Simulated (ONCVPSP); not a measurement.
Pseudopotential generation for magnesium: ONCV, LDA (Perdew-Wang 92), scalar-relativistic.

Input for ONCVPSP 4.0.1:

```
# ATOM AND REFERENCE CONFIGURATION
# atsym  z   nc   nv     iexc    psfile
  Mg 12.00    1    3  -001012      upf
#
#   n    l    f
    1    0    2.00
    2    0    2.00
    2    1    6.00
    3    0    2.00
#
# PSEUDOPOTENTIAL AND OPTIMIZATION
# lmax
    2
#
#   l,   rc,      ep,       ncon, nbas, qcut
    0    1.25    0.00    3    7    9.00
    1    1.10    0.00    4    8   16.00
    2    1.35    0.04    5   10    6.20
#
# LOCAL POTENTIAL
# lloc, lpopt,  rc(5),   dvloc0
    4    5    0.80    0.00
#
# VANDERBILT-KLEINMAN-BYLANDER PROJECTORs
# l, nproj, debl
    0    2    1.00
    1    2    1.00
    2    2    2.80
#
# MODEL CORE CHARGE
# icmod, fcfact, rcfact
    1    0.45    0.00
#
# LOG DERIVATIVE ANALYSIS
# epsh1, epsh2, depsh
   -4.00    5.00    0.02
#
# OUTPUT GRID
# rlmax, drl
    6.00    0.01
#
# TEST CONFIGURATIONS
# ncnf
    4
# nvcnf
#   n    l    f
    3
    2    0    2.00
    2    1    6.00
    3    0    1.00
#
    3
    2    0    2.00
    2    1    6.00
    3    0    0.00
#
    3
    2    0    2.00
    2    1    6.00
    3    0    1.50
#
    4
    2    0    2.00
    2    1    6.00
    3    0    0.00
    3    1    1.00
#
```

Command:

```bash
oncvpsp.x < Mg.dat > Mg.out
```

Output (shortened: citation, most of the input echo, consistency checks and plot data are left out):

```
ONCVPSP  (Optimized Norm-Conservinng Vanderbilt PSeudopotential)
scalar-relativistic version 4.0.1

#   n    l    f        energy (Ha)
    1    0    2.00    -4.6062488E+01
    2    0    2.00    -2.9141095E+00
    2    1    6.00    -1.7171481E+00
    3    0    2.00    -1.7573143E-01

Reference configufation results
  iterations    25
  all-electron total energy (Ha)   -1.99456229D+02

Begin loop to  construct optimized pseudo wave functions
and semi-local pseudopoentials for all angular momenta

Calculating optimized projector #   1

 for l=   0

    Fraction of norm inside rc  0.942605
    Optimizing pswf for qcut=   9.01 a_B^-1,  ecut=  40.59 Ha
    Residual kinetic energy error=  4.03D-08 Ha

    Energy error per electron        Cutoff
         Ha          eV             Ha
         0.01000     0.27211       16.14
         0.00100     0.02721       21.95
         0.00010     0.00272       27.11
         0.00001     0.00027       31.55

Calculating optimized projector #   2

 for l=   0

    Fraction of norm inside rc  0.031934
    Optimizing pswf for qcut=   9.01 a_B^-1,  ecut=  40.59 Ha
    Residual kinetic energy error=  1.83D-07 Ha

    Energy error per electron        Cutoff
         Ha          eV             Ha
         0.01000     0.27211        9.59
         0.00100     0.02721       15.19
         0.00010     0.00272       20.02
         0.00001     0.00027       24.08

WARNING wellstate: negative energy specified for n= 3 l=  1
WARNING scattering state with energy  0.25000000
WARNING will be used for the first projector

   Wellstate for l =  1  n =  3
     eigenvalue =   0.2500
     asymptotic potential =   0.7500
     half-point radius =  3.2585

Calculating optimized projector #   1

 for l=   1

    Fraction of norm inside rc  0.871009
    Optimizing pswf for qcut=  15.99 a_B^-1,  ecut= 127.80 Ha
    Residual kinetic energy error=  4.39D-09 Ha

    Energy error per electron        Cutoff
         Ha          eV             Ha
         0.01000     0.27211       63.39
         0.00100     0.02721       79.18
         0.00010     0.00272       91.75
         0.00001     0.00027      102.52

Calculating optimized projector #   2

 for l=   1

    Fraction of norm inside rc  0.051298
    Optimizing pswf for qcut=  15.99 a_B^-1,  ecut= 127.80 Ha
    Residual kinetic energy error=  2.90D-09 Ha

    Energy error per electron        Cutoff
         Ha          eV             Ha
         0.01000     0.27211       49.90
         0.00100     0.02721       68.67
         0.00010     0.00272       84.62
         0.00001     0.00027       97.81

   Wellstate for l =  2  n =  3
     eigenvalue =   0.0400
     asymptotic potential =   0.5400
     half-point radius = 33.2841

   Wellstate for l =  2  n =  4
     eigenvalue =   2.8400
     asymptotic potential =   3.3400
     half-point radius =  2.5516

Calculating optimized projector #   1

 for l=   2

    Fraction of norm inside rc  0.000425
    Optimizing pswf for qcut=   6.21 a_B^-1,  ecut=  19.26 Ha
    Residual kinetic energy error=  1.95D-06 Ha

    Energy error per electron        Cutoff
         Ha          eV             Ha
         0.01000     0.27211        0.31
         0.00100     0.02721        1.26
         0.00010     0.00272        5.45
         0.00001     0.00027       13.29

Calculating optimized projector #   2

 for l=   2

    Fraction of norm inside rc  0.233466
    Optimizing pswf for qcut=   6.21 a_B^-1,  ecut=  19.26 Ha
    Residual kinetic energy error=  1.00D-02 Ha

    Energy error per electron        Cutoff
         Ha          eV             Ha
         0.01000     0.27211       19.28
         0.00100     0.02721       27.30
         0.00010     0.00272       74.60
         0.00001     0.00027      143.54

Construct Vanderbilt / Kleinmman-Bylander projectors

B matrix Hermiticity error, ll=   0
   1   2    1.5261E-04

  Orthonormal projector coefficients  5.2065E+00  6.7056E-01

B matrix Hermiticity error, ll=   1
   1   2    1.4260E-04

  Orthonormal projector coefficients -1.1055E+01 -2.6317E+00

B matrix Hermiticity error, ll=   2
   1   2    4.4196E-06

  Orthonormal projector coefficients -1.1136E+01 -3.3392E+00

Model core correction analysis
  based on d2Exc/dn_idn_j

d2excae - all-electron derivatives

   -6.603802D-02   -6.041817D-02   -2.136682D-03
   -6.041884D-02   -6.288346D-02   -2.081713D-03
   -2.136822D-03   -2.081838D-03   -1.058523D-04

d2excps - pseudofunction derivatives with no core correction

   -6.851115D-02   -6.538543D-02   -2.379988D-03
   -6.538573D-02   -6.557214D-02   -2.257060D-03
   -2.380203D-03   -2.257205D-03   -1.219099D-04

rms 2nd derivative error    2.643004E-03

Polynomial model core charge

d2excps - pseudofunction derivatives with core correction

   -6.265938D-02   -6.232538D-02   -2.064074D-03
   -6.232525D-02   -6.348202D-02   -2.095522D-03
   -2.064181D-03   -2.095647D-03   -1.048120D-04

rms 2nd derivative error    1.455114E-03

Pseudoatom total energy  -62.784408

Diagnostic tests using Vanderbilt-Kleinman-Bylander pseudopotentials
  1 or more projectors used as specified by nproj input data

   l    rcore       rmatch      e in        delta e   norm test  slope test

   0   1.2551844   1.2932945  -2.9141095   0.0000046   1.0001234   1.0001134
   0   1.2551844   1.2932945  -0.1757314   0.0000036   1.0000389   1.0000246

   1   1.1004035   1.1338141  -1.7171481  -0.0000095   1.0001085   1.0001244
   1   1.1004035   1.1338141   0.2500000   0.0000070   1.0002098   1.0002098

   2   1.3566920   1.3978841   0.0400000   0.0000118   1.0000420   1.0000420
   2   1.3566920   1.3978841   2.8400000   0.0000248   1.0001613   1.0001613

 Testing for bound ghosts
   n   l    E NL Schr. Eq   E Basis Diag.   E Cutoff

   1   0       -2.914105       -2.914097    120.32
   2   0       -0.175728        0.030377    120.32

   2   1       -1.717158       -1.716704    250.19

 Testing for highly-localized positive-energy ghosts
       l    <radius>/rc     E Basis Diag.   E Cutoff

Test configuration 0

   n   l     f        eae           eps        diff
   1   0  2.0000  -46.06248790
   2   0  2.0000   -2.91410945   -2.91410487    4.58D-06
   2   1  6.0000   -1.71714805   -1.71715759   -9.54D-06
   3   0  2.0000   -0.17573143   -0.17572786    3.57D-06

    Total energies and differences
      AE_ref= -1.99456229D+02  AE_tst= -1.99456229D+02  dif=  0.00D+00
      PS_ref= -6.27844084D+01  PS_tst= -6.27844084D+01  dif= -1.42D-14
      PSP excitation error=  1.42D-14

Test configuration 1

   n   l     f        eae           eps        diff
   1   0  2.0000  -46.40244118
   2   0  2.0000   -3.24899108   -3.24938688   -3.96D-04
   2   1  6.0000   -2.05151212   -2.05173350   -2.21D-04
   3   0  1.0000   -0.42340313   -0.42341259   -9.46D-06

    Total energies and differences
      AE_ref= -1.99456229D+02  AE_tst= -1.99159742D+02  dif=  2.96D-01
      PS_ref= -6.27844084D+01  PS_tst= -6.24879141D+01  dif=  2.96D-01
      PSP excitation error= -7.29D-06

Test configuration 2

   n   l     f        eae           eps        diff
   1   0  2.0000  -46.81771190
   2   0  2.0000   -3.65502956   -3.65623261   -1.20D-03
   2   1  6.0000   -2.45626538   -2.45700266   -7.37D-04

    Total energies and differences
      AE_ref= -1.99456229D+02  AE_tst= -1.98606909D+02  dif=  8.49D-01
      PS_ref= -6.27844084D+01  PS_tst= -6.19350401D+01  dif=  8.49D-01
      PSP excitation error= -4.82D-05

Test configuration 3

   n   l     f        eae           eps        diff
   1   0  2.0000  -46.22178126
   2   0  2.0000   -3.07142590   -3.07157506   -1.49D-04
   2   1  6.0000   -1.87426267   -1.87435176   -8.91D-05
   3   0  1.5000   -0.29494756   -0.29494695    6.04D-07

    Total energies and differences
      AE_ref= -1.99456229D+02  AE_tst= -1.99339028D+02  dif=  1.17D-01
      PS_ref= -6.27844084D+01  PS_tst= -6.26672059D+01  dif=  1.17D-01
      PSP excitation error= -1.46D-06

Test configuration 4

   n   l     f        eae           eps        diff
   1   0  2.0000  -46.46872350
   2   0  2.0000   -3.31487749   -3.31579875   -9.21D-04
   2   1  6.0000   -2.11652251   -2.11749909   -9.77D-04
   3   1  1.0000   -0.28932548   -0.28934620   -2.07D-05

    Total energies and differences
      AE_ref= -1.99456229D+02  AE_tst= -1.98998412D+02  dif=  4.58D-01
      PS_ref= -6.27844084D+01  PS_tst= -6.23265758D+01  dif=  4.58D-01
      PSP excitation error= -1.54D-05
```

The run took about 4.9 s on one core of a shared server CPU.
